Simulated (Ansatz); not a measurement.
`C=CCS` and `C=C[CH2][InH2]` differ in one atom or group.

Ansatz, PBE0-D4/def2-TZVP geometries, multiplicity 1. Each molecule was computed in one conformer, which needn't be the lowest.

Elements past krypton have def2 core potentials.

```csv
property,`C=CCS`
HOMO–LUMO gap (B3LYP/def2-TZVPP) / eV,6.23
size of the dipole moment (B3LYP/def2-TZVPP) / D,1.38
HOMO energy (ωB97M-V/def2-TZVPP) / eV,-9.07
LUMO energy (PBE0/def2-TZVPP) / eV,-0.14
LUMO energy (PBE/def2-TZVPP) / eV,-1.16
LUMO energy (ωB97M-V/def2-TZVPP) / eV,1.96
```

What does the change do to each property? (An estimate is asked.)

Computed: 
```tsv
property	`C=C[CH2][InH2]`	shift
HOMO–LUMO gap (B3LYP/def2-TZVPP) / eV	4.93	-1.30
size of the dipole moment (B3LYP/def2-TZVPP) / D	0.70	-0.68
HOMO energy (ωB97M-V/def2-TZVPP) / eV	-8.44	0.63
LUMO energy (PBE0/def2-TZVPP) / eV	-1.03	-0.89
LUMO energy (PBE/def2-TZVPP) / eV	-1.77	-0.61
LUMO energy (ωB97M-V/def2-TZVPP) / eV	0.38	-1.58
```

With PBE0 the HOMO rises by 0.44 eV and the LUMO falls by 0.89 eV, so the gap narrows by about 1.33 eV. PBE moves the HOMO by 0.14 eV and ωB97M-V by 0.63 eV. The zero-point energy changes by 4.1 kJ/mol with +3 modes. Dipoles are sizes alone; their direction can turn.

B3LYP here is the variant with VWN-RPA as its local correlation; programs differ in this.
